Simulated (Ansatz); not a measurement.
Ansatz (a program for electronic structure) input (CCSD(T)/aug-cc-pVDZ):

Ansatz 0.2 input:
```yaml
crystal:
  periodic: [false, false, false]
  atoms:
    - {symbol: C, position_ang: [1.18433742, -0.34199821, 0.02717061]}
    - {symbol: C, position_ang: [-0.09903702, 0.16428071, -0.38733123]}
    - {symbol: O, position_ang: [-1.21338877, 0.30347922, 0.10528581]}
    - {symbol: H, position_ang: [1.47489969, -1.13657405, -0.67327228]}
    - {symbol: H, position_ang: [1.92281574, 0.45922960, -0.11096420]}
    - {symbol: H, position_ang: [1.18123417, -0.70542814, 1.06103945]}
    - {symbol: H, position_ang: [-1.38364183, 0.02124389, 1.04187425]}
basis:
  gaussian:
    orbitals: aug-cc-pVDZ
total_charge: 1
magnetization: {spin_polarized: true, initial_magnetization: 1}
correlation: {method: ccsd_t, electrons: outside_noble_gas}
output: {forces: true}
```

Output:

```
Functional definition: HF
integrals: 0.24 GiB planned
1031 factors; integrals over basis functions are off by at most 7.8e-4 eV
mean field: 0.27 GiB planned
mean field evaluation 1: about -4147.9625 eV, gradient 3.2e1 eV
mean field evaluation 2: about -4147.9636 eV, gradient 3.2e1 eV
mean field evaluation 4: about -4152.3486 eV, gradient 3.7e0 eV
mean field evaluation 8: about -4152.4742 eV, gradient 2.5e-1 eV
mean field evaluation 16: about -4152.4448 eV, gradient 1.4e0 eV
mean field evaluation 32: about -4149.3962 eV, gradient 5.6e-3 eV
mean field -4152.47639364 eV, -152.6006928168 hartree, gradient 4.5e-6 eV, S^2 0.759511; 1 other end points of the search recorded, 0 dependent functions left out
determinant -4152.47639364 eV, -152.6006928168 hartree, with singles and doubles -4165.07048987 eV, -153.0635173166 hartree
determinant -4149.39615681 eV, -152.4874962009 hartree, with singles and doubles -4161.99872543 eV, -152.9506320554 hartree
3 core orbitals not correlated
reference -4152.47639364 eV, -152.6006928168 hartree; 9, 8 occupied and 93, 94 virtual orbitals, 1031 factors
densities: 1.54 GiB planned
second order -11.75166761 eV of doubles, -0.00000000 eV of singles
coupled cluster: 0.96 GiB planned
cycle   1  -12.56262181 eV  change   -4.3e-1 eV  update   2.2e-2
cycle   2  -12.58473317 eV  change   -2.2e-2 eV  update   5.4e-3
cycle   3  -12.58645050 eV  change   -1.7e-3 eV  update   2.5e-3
cycle   4  -12.58786924 eV  change   -1.4e-3 eV  update   9.3e-4
cycle   5  -12.58807498 eV  change   -2.1e-4 eV  update   4.1e-4
cycle   6  -12.58836662 eV  change   -2.9e-4 eV  update   1.7e-4
cycle   7  -12.58839191 eV  change   -2.5e-5 eV  update   6.2e-5
cycle   8  -12.58841162 eV  change   -2.0e-5 eV  update   2.2e-5
cycle   9  -12.58840708 eV  change    4.5e-6 eV  update   8.9e-6
cycle  10  -12.58840505 eV  change    2.0e-6 eV  update   3.3e-6
cycle  11  -12.58840550 eV  change   -4.4e-7 eV  update   1.5e-6
perturbative correction -0.42207752 eV, -0.0155110629 hartree
the calculation of the forces begins
Total energy: -4165.48687666 eV, -153.0788192490 hartree
Atom 0 at     1.184337    -0.341998     0.027171 Å, force     0.650685    -0.262236     0.225898 eV/Å
Atom 1 at    -0.099037     0.164281    -0.387331 Å, force     0.379373     0.173649    -0.795004 eV/Å
Atom 2 at    -1.213389     0.303479     0.105286 Å, force    -1.381290     0.239784     0.419794 eV/Å
Atom 3 at     1.474900    -1.136574    -0.673272 Å, force     0.039666    -0.275729    -0.240415 eV/Å
Atom 4 at     1.922816     0.459230    -0.110964 Å, force     0.202675     0.305028    -0.035776 eV/Å
Atom 5 at     1.181234    -0.705428     1.061039 Å, force    -0.029125    -0.124292     0.375935 eV/Å
Atom 6 at    -1.383642     0.021244     1.041874 Å, force     0.138016    -0.056205     0.049567 eV/Å
Dipole moment:     0.088227    -0.139199     0.324762 e Å
```
